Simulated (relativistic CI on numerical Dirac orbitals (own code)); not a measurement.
# Forbidden lines of Xe³⁶⁺

Computed by Dirac-Coulomb-Breit CI, separate exchange-only KLI orbitals for each configuration, QED by a radiative potential, unscaled Slater integrals (own radial code, finite nucleus).

CI space (outside the closed core [Ne]): 3s²3p⁶, 3s²3p⁵3d, 3s3p⁶3d, 3s²3p⁵4s, 3s²3p⁵4p, 3s²3p⁵4d, 3s3p⁶4s, 3p⁶3d4p, 3p⁶3d², 3p⁵3d³, 3p⁵3d²4s, 3p⁵3d²4p, 3p⁵3d²4d, 3p⁶3d4s, 3p⁵3d4s², 3p⁵3d4s4p, 3p⁵3d4s4d. Double excitations out of closed p, d and f shells are left out; levels of such configurations are missing from the list, as are those of other unlisted configurations, and high levels can miss mixing partners.

```
λ vac (Å)              Lower                Upper  Type   A (s⁻¹)  E lower (10³ cm⁻¹)  E upper (10³ cm⁻¹)
   12.668  3s²3p⁵3d ³P°0 [2]  3s²3p⁵4s ³P°2 [137]    E2  2.44e+08              1262.3              9156.3
   12.741  3s²3p⁵3d ³P°1 [3]  3s²3p⁵4s ³P°2 [137]    E2  6.96e+08              1307.5              9156.3
   12.811  3s²3p⁵3d ³F°3 [4]  3s²3p⁵4s ³P°2 [137]    E2  6.87e+08              1350.8              9156.3
   12.841  3s²3p⁵3d ³D°2 [5]  3s²3p⁵4s ³P°2 [137]    E2  9.17e+08              1368.8              9156.3
   12.976  3s²3p⁵3d ³F°4 [6]  3s²3p⁵4s ³P°2 [137]    E2  1.97e+09              1449.5              9156.3
   13.134  3s²3p⁵3d ³D°3 [8]  3s²3p⁵4s ³P°2 [137]    E2  7.54e+08              1542.4              9156.3
   15.561  3s²3p⁵3d ³F°4 [6]     3p⁵3d³ ³H°6 [70]    E2  2.18e+05              1449.5              7875.9
   15.931  3s²3p⁵3d ³F°4 [6]     3p⁵3d³ ⁵G°6 [50]    E2  5.26e+03              1449.5              7726.5
   16.212  3s²3p⁵3d ³F°4 [6]     3p⁵3d³ ³H°6 [39]    E2  1.33e+05              1449.5              7617.9
   16.278  3s²3p⁵3d ³D°3 [8]     3p⁵3d³ ³G°5 [45]    E2  8.82e+04              1542.4              7685.6
   29.371   3s3p⁶3d ¹D2 [17]      3p⁶3d² ¹S0 [26]    E2  1.16e+08              3279.0              6683.8
   29.872   3s3p⁶3d ³D1 [14]      3p⁶3d² ³P1 [23]    E2  4.78e+07              3056.0              6403.6
   30.267   3s3p⁶3d ³D3 [16]      3p⁶3d² ¹G4 [24]    E2  3.23e+07              3193.9              6497.8
   30.301   3s3p⁶3d ³D2 [15]      3p⁶3d² ³F4 [22]    E2  2.78e+07              3082.9              6383.2
   30.655   3s3p⁶3d ³D1 [14]      3p⁶3d² ³F3 [20]    E2  1.87e+07              3056.0              6318.1
   30.911   3s3p⁶3d ³D2 [15]      3p⁶3d² ³F3 [20]    E2  3.82e+07              3082.9              6318.1
   30.927   3s3p⁶3d ³D2 [15]      3p⁶3d² ³P0 [19]    E2  8.73e+07              3082.9              6316.4
   31.067   3s3p⁶3d ¹D2 [17]      3p⁶3d² ¹G4 [24]    E2  5.71e+07              3279.0              6497.8
   31.155   3s3p⁶3d ³D3 [16]      3p⁶3d² ³P1 [23]    E2  3.92e+07              3193.9              6403.6
   31.355   3s3p⁶3d ³D3 [16]      3p⁶3d² ³F4 [22]    E2  4.21e+07              3193.9              6383.2
   32.008   3s3p⁶3d ³D3 [16]      3p⁶3d² ³F3 [20]    E2  2.20e+07              3193.9              6318.1
   67.753     3s²3p⁶ ¹S0 [1]    3s²3p⁵3d ¹D°2 [7]    M2  5.58e+03                 0.0              1475.9
   126.67  3s²3p⁵3d ³P°1 [3]   3s²3p⁵3d ³D°2 [11]    M1  1.67e+05              1307.5              2096.9
   148.52  3s²3p⁵3d ³F°4 [6]   3s²3p⁵3d ³F°3 [12]    M1  3.01e+06              1449.5              2122.8
   152.15   3p⁵3d³ ³I°7 [56]    3p⁵3d³ ¹I°6 [113]    M1  2.55e+06              7772.9              8430.2
   154.59  3s²3p⁵3d ¹D°2 [7]   3s²3p⁵3d ³F°3 [12]    M1  3.67e+05              1475.9              2122.8
   155.30  3s²3p⁵3d ³P°1 [3]   3s²3p⁵3d ³F°2 [10]    M1  1.77e+05              1307.5              1951.4
   161.04  3s²3p⁵3d ¹D°2 [7]   3s²3p⁵3d ³D°2 [11]    M1  1.62e+06              1475.9              2096.9
   166.50  3s²3p⁵3d ³F°3 [4]   3s²3p⁵3d ³F°2 [10]    M1  2.73e+06              1350.8              1951.4
   169.72   3p⁵3d³ ³H°6 [65]    3p⁵3d³ ¹I°6 [113]    M1  1.18e+06              7841.0              8430.2
   171.63  3s²3p⁵3d ³D°2 [5]   3s²3p⁵3d ³F°2 [10]    M1  9.02e+05              1368.8              1951.4
   172.29  3s²3p⁵3d ³D°3 [8]   3s²3p⁵3d ³F°3 [12]    M1  1.07e+06              1542.4              2122.8
   180.33  3s²3p⁵3d ³D°3 [8]   3s²3p⁵3d ³D°2 [11]    M1  1.12e+06              1542.4              2096.9
   220.60   3p⁵3d³ ³G°5 [81]    3p⁵3d³ ¹I°6 [113]    M1  3.23e+05              7976.9              8430.2
   237.81  3s²3p⁵3d ³D°1 [9]   3s²3p⁵3d ³D°2 [11]    M1  8.04e+05              1676.4              2096.9
   521.88  3s²3p⁵3d ³F°3 [4]    3s²3p⁵3d ³D°3 [8]    M1  1.57e+04              1350.8              1542.4
   575.91  3s²3p⁵3d ³D°2 [5]    3s²3p⁵3d ³D°3 [8]    M1  3.98e+04              1368.8              1542.4
   593.59  3s²3p⁵3d ³P°1 [3]    3s²3p⁵3d ¹D°2 [7]    M1  2.56e+04              1307.5              1475.9
   620.03   3p⁵3d³ ³H°5 [49]     3p⁵3d³ ³H°6 [70]    M1  1.84e+04              7714.7              7875.9
   644.79   3p⁵3d³ ³H°6 [39]     3p⁵3d³ ³I°7 [56]    M1  1.12e+04              7617.9              7772.9
   669.26   3p⁵3d³ ⁵G°6 [50]     3p⁵3d³ ³H°6 [70]    M1  3.90e+04              7726.5              7875.9
   737.36   3p⁵3d³ ⁵G°5 [36]     3p⁵3d³ ⁵G°6 [50]    M1  1.04e+04              7590.9              7726.5
   920.29   3p⁵3d³ ³H°6 [39]     3p⁵3d³ ⁵G°6 [50]    M1  2.04e+04              7617.9              7726.5
   932.93  3s²3p⁵3d ³D°2 [5]    3s²3p⁵3d ¹D°2 [7]    M1  7.82e+03              1368.8              1475.9
   1012.9  3s²3p⁵3d ³F°3 [4]    3s²3p⁵3d ³F°4 [6]    M1  1.17e+04              1350.8              1449.5
```

Terms are leading LS components. Brackets give the number of a level in order of energy, since labels repeat. The list gives strong lines, with weight on those to low levels, among the lowest 200 of 1246 levels, so that lines to higher ones, which can be the strongest, are missing. Levels whose partners in the same complex of configurations lie outside the list can be far off, and so can their lines. Rates are taken at the computed energies, electric ones in the length gauge.

At this charge energies of transitions that change n are usually good to better than 1 %, and those within a shell (Δn = 0) to a few per cent.

LS names give the leading component of a level, which can be under half, so a name can repeat, a term be missing and a line seem to break the LS rules.
